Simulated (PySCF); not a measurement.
ClMg, charge +1, singlet, at a GFN2-xTB geometry (such geometries of metal compounds can be far from the true shape); HF/def2-SV(P) in PySCF.

Input for PySCF:
```python
from pyscf import gto, scf

mol = gto.Mole()
mol.atom = '''
    Mg   -0.000000   -0.000000   -1.210803
    Cl    0.000000    0.000000    0.854684
'''
mol.basis = 'def2-sv(p)'
mol.charge = 1
mol.spin = 0
mol.verbose = 4
mol.build()

mf = scf.RHF(mol)
mf.kernel()
```

Output, abridged:

```
PySCF version 2.14.0

[INPUT] verbose = 4
[INPUT] num. atoms = 2
[INPUT] num. electrons = 28
[INPUT] charge = 1
[INPUT] spin (= nelec alpha-beta = 2S) = 0
[INPUT] symmetry False subgroup None
[INPUT] Mole.unit = angstrom
[INPUT] Symbol           X                Y                Z      unit          X                Y                Z       unit  Magmom
[INPUT]  1 Mg     0.000000000000   0.000000000000  -1.210803000000 AA    0.000000000000   0.000000000000  -2.288086060802 Bohr   0.0
[INPUT]  2 Cl     0.000000000000   0.000000000000   0.854684000000 AA    0.000000000000   0.000000000000   1.615118683048 Bohr   0.0

nuclear repulsion = 52.2647448411343
number of shells = 16
number of NR pGTOs = 72
number of NR cGTOs = 36
basis = def2-sv(p)
ecp = {}

******** <class 'pyscf.scf.hf.RHF'> ********
method = RHF
initial guess = minao
damping factor = 0
level_shift factor = 0
DIIS = <class 'pyscf.scf.diis.CDIIS'>
diis_start_cycle = 1
diis_space = 8
diis_damp = 0
SCF conv_tol = 1e-09
SCF conv_tol_grad = None
SCF max_cycles = 50
direct_scf = True
direct_scf_tol = 1e-13
Set gradient conv threshold to 3.16228e-05
Initial guess from minao.
init E= -659.001631390309
  HOMO = -0.471614189678514  LUMO = -0.154217173675515  gap/eV = 8.63681
cycle= 1 E= -658.650107127471  delta_E= 0.352  |g|= 0.252  |ddm|= 1.78
  HOMO = -0.603400346869001  LUMO = -0.28363307135993  gap/eV = 8.70131
cycle= 2 E= -658.675750925408  delta_E= -0.0256  |g|= 0.0942  |ddm|= 0.568
  HOMO = -0.63524856967434  LUMO = -0.269260783023425  gap/eV = 9.95903
cycle= 3 E= -658.678487006615  delta_E= -0.00274  |g|= 0.0163  |ddm|= 0.141
  HOMO = -0.628949714707483  LUMO = -0.267085541009817  gap/eV = 9.84683
cycle= 4 E= -658.678754270879  delta_E= -0.000267  |g|= 0.00538  |ddm|= 0.0352
  HOMO = -0.629183522281327  LUMO = -0.267364788574088  gap/eV = 9.84559
cycle= 5 E= -658.678796398293  delta_E= -4.21e-05  |g|= 0.00232  |ddm|= 0.0183
  HOMO = -0.628293171052197  LUMO = -0.267610416396484  gap/eV = 9.81468
cycle= 6 E= -658.678805252123  delta_E= -8.85e-06  |g|= 0.000406  |ddm|= 0.0124
  HOMO = -0.628268747500331  LUMO = -0.267685059265037  gap/eV = 9.81198
cycle= 7 E= -658.67880542755  delta_E= -1.75e-07  |g|= 5.48e-05  |ddm|= 0.00186
  HOMO = -0.628279507856873  LUMO = -0.267683050806678  gap/eV = 9.81233
cycle= 8 E= -658.678805429919  delta_E= -2.37e-09  |g|= 5.74e-06  |ddm|= 0.000137
  HOMO = -0.628279652482407  LUMO = -0.267682847003706  gap/eV = 9.81234
cycle= 9 E= -658.678805429944  delta_E= -2.51e-11  |g|= 8.25e-07  |ddm|= 1.75e-05
  HOMO = -0.628279909077137  LUMO = -0.26768276134704  gap/eV = 9.81235
Extra cycle  E= -658.678805429944  delta_E= 9.09e-13  |g|= 2.66e-07  |ddm|= 1.72e-06
converged SCF energy = -658.678805429944
```
